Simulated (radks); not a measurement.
The phosphorus ion P+ inside a hard spherical wall (all orbitals vanish at R), configuration held at [Ne] 3s2 3p2 and not refilled when levels cross. Method: non-relativistic Kohn-Sham, r2SCAN, spin-polarised, spherical densities, point nucleus; open shells are filled with parallel spins first; meta-GGA in the generalised Kohn-Sham scheme; computed with a radial shooting solver on a logarithmic mesh with Libxc functionals. Eigenvalues in eV for spin up, with the zero of energy where the potential of the charges vanishes at infinity; a dash marks a level that is unbound or too diffuse for the functional's potential to be trusted. A positive occupied level is held by the wall or, in an anion where self-interaction has pushed it up, behind a barrier. The pressure on the wall is -dE/dV.

R (bohr)  E (hartree)  kinetic (hartree)    e(2s)    e(2p)    e(3s)    e(3p)  e(4s, empty)  e(3d, empty)  pressure (GPa)
free       -340.84892            340.410  -188.04  -137.61  -24.860  -15.332             -             -               0
20         -340.84892            340.410  -188.04  -137.61  -24.860  -15.332             -             -        < 0.0001
15         -340.84892            340.410  -188.04  -137.61  -24.860  -15.332             -        -3.626        < 0.0001
12         -340.84892            340.410  -188.04  -137.61  -24.860  -15.332        -4.078        -3.618        < 0.0001
10         -340.84892            340.410  -188.04  -137.61  -24.860  -15.331        -3.927        -3.587        < 0.0001
8          -340.84885            340.411  -188.03  -137.60  -24.856  -15.327        -3.303        -3.454         0.00506
6          -340.84574            340.442  -187.86  -137.43  -24.754  -15.200        -0.518        -2.791           0.387
5          -340.82872            340.574  -187.24  -136.82  -24.384  -14.719         4.047        -1.580            3.45
3.5        -340.54140            342.042  -182.13  -131.69  -20.711   -9.966        29.642         5.727             107
3          -340.08534            343.831  -177.27  -126.80  -16.144   -4.349        53.844        12.648             366
1.5        -324.87443            383.051  -126.05  -74.172   105.76   119.57        450.13        114.62           40800
